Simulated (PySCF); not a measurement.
Species: C₂H₉FSSi₂.
Structure used (GFN2-xTB), in Å, numbered top down from 1:
```
atom  x, y, z in Å
F1    -3.066   -0.443    1.383
Si2   -2.507    0.096   -0.027
C3    -0.685    0.571    0.233
C4     0.127   -0.569    0.818
S5     1.868   -0.103    1.161
Si6    2.684    0.044   -0.811
H7    -3.330    1.249   -0.356
H8    -2.660   -1.033   -0.933
H9    -0.244    0.879   -0.717
H10   -0.612    1.429    0.904
H11    0.145   -1.434    0.154
H12   -0.271   -0.874    1.785
H13    2.247    1.283   -1.451
H14    4.118    0.014   -0.600
H15    2.182   -1.100   -1.566
```

Method used: TDDFT PBE0/def2-SVPD, vertical, gas phase, core orbitals frozen in the response (PySCF).

Each state is given a Gaussian of 0.5 eV full width at half maximum, with ε(max) = 2.175×10⁸ f / Δν̃ (Δν̃ the width in cm⁻¹). The cross-section is σ = 3.8235×10⁻²¹ ε cm², given in Mb (10⁻¹⁸ cm²). The width is an assumption, not a result. The curve ends short of the highest state used, and states not computed would add to its high-energy end.

| E (eV) | σ (Mb) |
| --- | --- |
| 4.69 | 0.00 |
| 4.77 | 0.00 |
| 4.85 | 0.01 |
| 4.93 | 0.04 |
| 5.01 | 0.09 |
| 5.09 | 0.20 |
| 5.17 | 0.39 |
| 5.25 | 0.69 |
| 5.33 | 1.13 |
| 5.41 | 1.71 |
| 5.49 | 2.38 |
| 5.57 | 3.04 |
| 5.65 | 3.50 |
| 5.73 | 3.62 |
| 5.81 | 3.42 |
| 5.89 | 3.05 |
| 5.97 | 2.79 |
| 6.05 | 2.84 |
| 6.14 | 3.26 |
| 6.22 | 3.72 |
| 6.30 | 3.96 |
| 6.38 | 3.83 |
| 6.46 | 3.38 |
| 6.54 | 2.87 |

Question: Where are the band maxima, and which computed states make them?

Answer: 217 nm (5.72 eV), ε about 950, made up of S2 (91%); 196 nm (6.31 eV), ε about 1000, made up of S3 (72%) and S4 (23%) (ε in L mol⁻¹ cm⁻¹; maxima over ε = 5, shares over 10%). The states used: S1 5.44 eV (f 0.0030); S2 5.73 eV (f 0.016); S3 6.29 eV (f 0.014); S4 6.37 eV (f 0.0047); S5 6.72 eV (f 0.0028); S6 6.96 eV (f 0.0015); S7 7.08 eV (f 0.027); S8 7.14 eV (f 0.013).

Question: On this curve, what absorbance would a 10⁻³ mol/L sample give at 254 nm over a 1 cm path?

Answer: 254 nm is 4.881 eV, where ε is about 5.6 L mol⁻¹ cm⁻¹, so A = ε c l ≈ 0.0056 (Beer–Lambert, with the gas-phase spectrum and the assumed width).

Question: What would ε be at 6.31 eV, the highest of these maxima, with half the width (0.25 eV)?

Answer: About 1920 L mol⁻¹ cm⁻¹ against 1040, a factor of about 1.8; a lone state at its own centre would give exactly 2.

Question: Coming from long wavelengths, where does ε first pass 100 L mol⁻¹ cm⁻¹?

Answer: At about 240 nm (5.17 eV), 0.27 eV below S1.

Time: 45 s wall (grids of density and orbitals included); peak memory 0.84 GiB. Hardware: one thread, Arm Neoverse V1 (aarch64), no GPU, shared host with 32 logical CPUs at a one-minute load of 14.

One conformer stands for the species.
